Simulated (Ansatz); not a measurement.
`C[CH2][AlH][SH]` + H₂ → `C[CH2][AlH2]` + H₂S at 500 K and 1 bar (hydrogenolysis of the Al–S bond).

Gas-phase electronic energies from Ansatz, PBE0-D4/def2-TZVP geometries. CCSD(T)/CBS adds triple-zeta CCSD(T) − MP2 to the extrapolated MP2 energy (def2 sets, frozen cores). This one scheme is used for every species. Each species was taken in one conformer, which may not be the lowest.

| species | CCSD(T)/CBS energy (Eh) | H − E (kJ/mol) | S (J/(mol·K)) |
| --- | --- | --- | --- |
| `C[CH2][AlH][SH]` | -720.15155 | 259.3 | 409.7 |
| H₂ | -1.17544 | 41.0 | 145.5 |
| `C[CH2][AlH2]` | -322.31200 | 241.1 | 361.4 |
| H₂S | -398.97279 | 57.0 | 224.0 |

H − E and S are ideal-gas, rigid-rotor, harmonic terms from PBE0-D4/def2-TZVP, for one conformer and one mirror image of each species. The MP2-based limit puts H₂ 0.8 mEh under its directly extrapolated value; such offsets cancel only in part. 1 Eh = 2625.50 kJ/mol, R = 8.31446 J/(mol·K).

Q: By hand: ΔE, ΔH, ΔS and ΔG.

A: ΔE = (-322.31200) + (-398.97279) − (-720.15155) − (-1.17544) = 0.04220 Eh = 110.8 kJ/mol. Δ(H − E) = 241.1 + 57.0 − 259.3 − 41.0 = -2.2, so ΔH = 108.6 kJ/mol. ΔS = 361.4 + 224.0 − 409.7 − 145.5 = 30.2 J/(mol·K). ΔG = 108.6 − 500 × (30.2)/1000 = 93.5 kJ/mol.

Q: By hand: the equilibrium constant, and the temperature at which ΔG would vanish if ΔH and ΔS stayed fixed.

A: log₁₀ K = −ΔG/(RT ln 10) = -9.8. ΔG = 0 at ΔH/ΔS = 3596 K, far beyond where these terms or the molecules hold.

ΔH outweighs TΔS. A doubt of 5 kJ/mol in ΔE shifts log₁₀ K by 0.5 here. Other conformers and mirror images would add mixing entropy, several J/(mol·K) or more a flexible species. These are equilibria of isolated gas molecules and say nothing of rates. Largest T1 diagnostic: 0.010 (customary marks: 0.02 for closed shells, 0.045 for open ones).
